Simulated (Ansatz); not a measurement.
A structure relaxed at PBE0-D4/def2-TZVP, charge 0, multiplicity 1:

Cartesian coordinates in Å:
```
F 1.105 1.133 1.598
C 0.209 0.351 0.911
Si -1.241 0.992 -0.170
Al 0.152 -0.850 -0.629
S 1.169 -2.417 -1.744
H -0.306 -0.328 1.627
H -2.557 1.348 0.431
H -0.794 2.102 -1.059
H 2.264 -2.331 -0.966
```

(1) Give its formula and SMILES.

(2) Summarise the bond lengths by kind.

## Answers

(1) CH4AlFSSi, `F[CH]1[SiH2][Al]1[SH]`.

(2) 1 × C–F 1.373 Å; 1 × C–Si 1.918 Å; 1 × Al–C 1.954 Å; 1 × C–H 1.113 Å; 1 × Al–Si 2.354 Å; 2 × H–Si 1.490 to 1.491 Å; 1 × Al–S 2.175 Å; 1 × H–S 1.346 Å.

Computed with Ansatz.
